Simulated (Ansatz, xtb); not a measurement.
## C4H3N3S: which of two isomers lies lower

Structure a: `Cc1nc(C#N)ns1`, a singlet. Structure b: `Cc1nsc(C#N)n1`, a singlet. Both are isolated molecules in the gas phase, relaxed with B3LYP-D3(BJ)/def2-SVP.

a (Å):

```yaml
atoms:
  - { symbol: C, position_ang: [0.2564, 0.2869, -0.6116] }
  - { symbol: C, position_ang: [0.4444, 0.3873, 0.8658] }
  - { symbol: C, position_ang: [0.1579, 0.9570, 2.9558] }
  - { symbol: C, position_ang: [-0.5033, 1.6484, 4.0307] }
  - { symbol: N, position_ang: [-0.2982, 1.0969, 1.6702] }
  - { symbol: N, position_ang: [-1.0395, 2.2074, 4.8927] }
  - { symbol: N, position_ang: [1.1997, 0.1907, 3.2051] }
  - { symbol: S, position_ang: [1.7081, -0.4446, 1.7538] }
  - { symbol: H, position_ang: [1.1523, 0.6338, -1.1499] }
  - { symbol: H, position_ang: [-0.5997, 0.9089, -0.9030] }
  - { symbol: H, position_ang: [0.0643, -0.7537, -0.9167] }
```

b (Å):

```tsv
atom	x (Å)	y (Å)	z (Å)
C	0.5902	0.6758	-0.5715
C	0.2369	0.9698	0.8507
C	0.0049	0.4761	2.9700
C	0.0092	-0.2489	4.1978
N	-0.2060	2.1557	1.2232
N	-0.0026	-0.8025	5.2177
N	0.3691	-0.0043	1.8098
S	-0.5018	2.1451	2.8577
H	1.6447	0.3674	-0.6422
H	-0.0206	-0.1597	-0.9470
H	0.4240	1.5619	-1.1955
```

Quicker runs give these differences E(b) − E(a): GFN2-xTB −4.23 kJ/mol; HF/STO-3G +9.33 kJ/mol (at GFN2-xTB geometries); r2SCAN-D4/def2-SVP −1.36 kJ/mol (at GFN2-xTB geometries).

**Question.** Estimate E(b) − E(a) at the level CCSD(T)/def2-SVP + ΔMP2/def2-TZVPP.

**Answer.** Too close to call at this level: CCSD(T)/def2-SVP + ΔMP2/def2-TZVPP gives E(b) − E(a) = −0.60 kJ/mol.

Level by level:

| level | geometry | E(b) − E(a) (kJ/mol) | departure from the last row (kJ/mol) | job, with rough time for the two |
| --- | --- | --- | --- | --- |
| GFN2-xTB | GFN2-xTB | −4.23 | −3.64 | optimisation, 0.17 s |
| HF/STO-3G | GFN2-xTB | +9.33 | +9.93 | single point, 0.4 s |
| r2SCAN-D4/def2-SVP | GFN2-xTB | −1.36 | −0.76 | single point, 3.7 s |
| B3LYP-D3(BJ)/def2-SVP | B3LYP-D3(BJ)/def2-SVP | −1.64 | −1.04 | optimisation, 79 s |
| HF/def2-SVP | B3LYP-D3(BJ)/def2-SVP | +6.90 | +7.50 | part of the CCSD(T) run |
| MP2/def2-SVP | B3LYP-D3(BJ)/def2-SVP | −2.63 | −2.03 | part of the CCSD(T) run |
| CCSD(T)/def2-SVP | B3LYP-D3(BJ)/def2-SVP | −0.08 | +0.52 | single point |
| CCSD(T)/def2-SVP + ΔMP2/def2-TZVPP | B3LYP-D3(BJ)/def2-SVP | −0.60 |  | single point, 63 s |

As drawn, both hold the same kinds of bond in the same numbers.

The largest departure from CCSD(T)/def2-SVP + ΔMP2/def2-TZVPP is that of HF/STO-3G, 9.93 kJ/mol. The last row adds to CCSD(T) the change of the MP2 difference between the two basis sets, here −0.52 kJ/mol.

With thermal terms from frequencies at re-optimised GFN2-xTB minima (ideal gas, soft modes damped towards free rotors, one conformer each, 298.15 K, 1 atm): the zero-point term adds +0.05 kJ/mol; ΔH is −0.66 and ΔG −0.47 kJ/mol.

The correlated steps freeze 12 core orbitals. Codes used: Ansatz 0.2.0, xtb 6.7.1; the last row on 4 threads of Arm Neoverse V1 on a shared host.
